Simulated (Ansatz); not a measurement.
Wavefunction ladder for `[InH2][B]1CN1`

Z-matrix (Å, degrees):
```
C
B 1 1.586
N 1 1.450 2 52.4
H 1 1.089 2 120.9 3 102.1
H 1 1.089 2 120.9 3 -102.1
In 2 2.215 1 152.4 3 -179.9
H 3 1.003 1 135.7 2 179.9
H 6 1.729 2 122.0 1 88.5
H 6 1.729 2 122.0 1 -88.9
```

Charge 0, multiplicity 1. Correlated methods include outer-core shells of In, which these sets cover unevenly. In: def2 effective core potential. The geometry is a stationary point of PBE0-D4/def2-TZVP. Frozen core, restricted reference, Ansatz.

| basis | HF (Eh) | MP2 corr. | CCSD corr. | (T) | CCSD(T) total |
| --- | --- | --- | --- | --- | --- |
| def2-SVP | ? | -0.47506 | -0.51758 | -0.01795 | ? |
| def2-TZVPP | -309.10419 | -0.76371 | ? | ? | ? |
| def2-QZVPP | ? | -0.98204 | – | – | – |

Question: Fill in the withheld values. (An estimate is asked.)

Answer: The calculation gave: def2-SVP HF (Eh): -308.96467; def2-SVP CCSD(T) total: -309.50020; def2-TZVPP CCSD corr.: -0.78727; def2-TZVPP (T): -0.03061; def2-TZVPP CCSD(T) total: -309.92207; def2-QZVPP HF (Eh): -309.11107.
